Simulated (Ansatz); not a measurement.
Species: CH$_{5}$GeO (charge 0, doublet). It need not be the lowest isomer of its formula. 
Structure (B3LYP-D3(BJ)/def2-TZVP (Ansatz, a first-principles code) minimum search):
```
O
C 1 1.3543
H 2 1.0811 1 114.93
H 2 1.0858 3 120.72 1 -155.08
Ge 1 1.8074 2 119.69 3 174.46
H 5 1.5304 1 103.90 2 170.02
H 5 1.5370 6 112.72 1 -117.02
H 5 1.5392 6 112.81 7 -126.76
```
Charge 0, spin multiplicity 2.

Total electronic energies in hartree. Cores are frozen in the correlated levels unless marked. Open shells are spin-unrestricted. Spin-orbit coupling is left out. The frozen core is the preceding noble-gas configuration, with the filled d and f shells of earlier blocks. No relativistic terms. CBS(X,Y): correlation extrapolated as X^-3; Hartree-Fock from the larger set (for Q and 5 zeta extrapolated as (X+1)exp(-9√X)).

| level | program | energy (Eh) |
|---|---|---|
| HF/6-31G | Ansatz | -2190.55469 |
| RI-HF/cc-pVQZ | Ansatz | -2191.05831 |
| PBE-D3(BJ)/def2-TZVPD | Ansatz + dftd3 | -2192.87120 |
| BLYP-D3(BJ)/def2-TZVPD | Ansatz + dftd3 | -2193.35280 |
| r2SCAN/def2-TZVPD | Ansatz | -2193.25418 |
| PBE0/STO-3G | Ansatz | -2167.47377 |
| PBE0/6-31G* | Ansatz | -2192.58788 |
| LC-wPBE-D3(BJ)/def2-TZVPD | Ansatz + dftd3 | -2192.99045 |
| LC-wPBE-D4/def2-TZVPD | Ansatz + dftd4 | -2192.99112 |
| B2GP-PLYP-D3(BJ)/def2-TZVPD | Ansatz + dftd3 | -2192.65170 |
| B2PLYP-D4/def2-TZVPD | Ansatz + dftd4 | -2192.82206 |
| RPA@PBE/cc-pVQZ | Ansatz | -2191.95378 |
| MP2/6-31G | Ansatz | -2190.80729 |
| MP2/cc-pV5Z | Ansatz | -2191.62278 |
| MP2/CBS(cc-pVTZ,cc-pVQZ) | Ansatz | -2191.6320 |
| RI-MP2/CBS(aug-cc-pVTZ,aug-cc-pVQZ) | Ansatz | -2191.6338 |
| SCS-MP2/6-31G* | Ansatz | -2191.02443 |
| SCS-MP2/aug-cc-pVDZ | Ansatz | -2191.37274 |
| SCS-MP2/cc-pVDZ | Ansatz | -2191.33587 |
| CCSD/6-31G | Ansatz | -2190.83846 |
| CCSD(T)/aug-cc-pVDZ | Ansatz | -2191.42624 |
| CCSD(T)/aug-cc-pVTZ | Ansatz | -2191.62157 |
| CCSD(T)/CBS(cc-pVQZ,cc-pV5Z) | Ansatz | -2191.6826 |

Totals of different functionals don't rank their quality; only differences between species are comparable.
